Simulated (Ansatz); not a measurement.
Input:

```yaml
crystal:
  lattice:
    - [9.158906, 0.0, 0.0]
    - [0.0, 9.158906, 0.0]
    - [0.0, 0.0, 9.158906]
  atoms:
    - { symbol: C, position: [0.9211581, 0.9416293, 0.9154217] }
    - { symbol: Cl, position: [0.9714381, 1.0845452, 1.0366844] }
    - { symbol: H, position: [0.8083874, 0.9576474, 0.8816432] }
    - { symbol: H, position: [0.9927812, 0.9445044, 0.8206765] }
    - { symbol: H, position: [0.9323563, 0.837608, 0.9717153] }
    - { symbol: C, position: [0.4514332, 0.5261393, 0.0928573] }
    - { symbol: Cl, position: [0.4299548, 0.3339423, 0.108878] }
    - { symbol: H, position: [0.5366911, 0.5617398, 0.1675467] }
    - { symbol: H, position: [0.4818096, 0.5523254, -0.0189744] }
    - { symbol: H, position: [0.3485926, 0.578835, 0.1204571] }
    - { symbol: C, position: [0.5069771, 0.9284101, 0.3461327] }
    - { symbol: Cl, position: [0.5540136, 0.8569292, 0.5203043] }
    - { symbol: H, position: [0.38995, 0.9486681, 0.3431223] }
    - { symbol: H, position: [0.566268, 1.0299015, 0.3288447] }
    - { symbol: H, position: [0.5366961, 0.8492383, 0.2626857] }
    - { symbol: C, position: [0.7738615, 0.5458326, 0.3821126] }
    - { symbol: H, position: [0.7858283, 0.6000252, 0.4873484] }
    - { symbol: H, position: [0.7857819, 0.4283275, 0.3964334] }
    - { symbol: H, position: [0.8575793, 0.5853727, 0.3073963] }
    - { symbol: H, position: [0.6662564, 0.5696048, 0.3372724] }
    - { symbol: C, position: [0.5067851, 0.8541256, 0.8946978] }
    - { symbol: H, position: [0.589884, 0.8991967, 0.966932] }
    - { symbol: H, position: [0.4254071, 0.796078, 0.9592169] }
    - { symbol: H, position: [0.5576137, 0.7787979, 0.8179072] }
    - { symbol: H, position: [0.4542355, 0.9424298, 0.8347351] }
    - { symbol: C, position: [0.9182534, 0.1001873, 0.3896726] }
    - { symbol: H, position: [0.9219509, 0.1573766, 0.2854117] }
    - { symbol: H, position: [0.9722422, 0.1658875, 0.4728791] }
    - { symbol: H, position: [0.9739103, -0.0044708, 0.379493] }
    - { symbol: H, position: [0.8049102, 0.0819558, 0.4209064] }
    - { symbol: C, position: [0.4484266, 0.2136793, 0.5873518] }
    - { symbol: H, position: [0.3861541, 0.24242, 0.4901369] }
    - { symbol: H, position: [0.5618655, 0.2465153, 0.5729282] }
    - { symbol: H, position: [0.443062, 0.0960787, 0.6045543] }
    - { symbol: H, position: [0.4026247, 0.2697033, 0.6817876] }
    - { symbol: C, position: [0.1332017, 0.5504288, 0.5353702] }
    - { symbol: H, position: [0.188483, 0.5347011, 0.6395395] }
    - { symbol: H, position: [0.1383961, 0.6652517, 0.5046562] }
    - { symbol: H, position: [0.019414, 0.5171793, 0.5454422] }
    - { symbol: H, position: [0.1865138, 0.4845832, 0.451843] }
basis:
  ecutwfc: 500.0
kpoints:
  mp_grid: { grid: [1, 1, 1] }
hamiltonian:
  xc: r2scan
  dispersion: d3bj
scf:
  occupations: { method: fermi_dirac, width: 0.02 }
  lower_state_search: "off"
relax:
  f_tol: 0.3
  max_steps: 15
  adjacent_minimum: "off"
```

Run as:

```bash
$ ansatz run input.yaml --threads 1 --pin off --max-ram 3072MiB --backend cpu --events-out ev --progress --plain --runs-dir out
```

Hardware: 1 thread of Arm Neoverse V1 (shared host).

Q: Roughly how long does this run take, and how much memory?

A: 3 min, with a peak of 2 GiB, for 2 ionic steps.
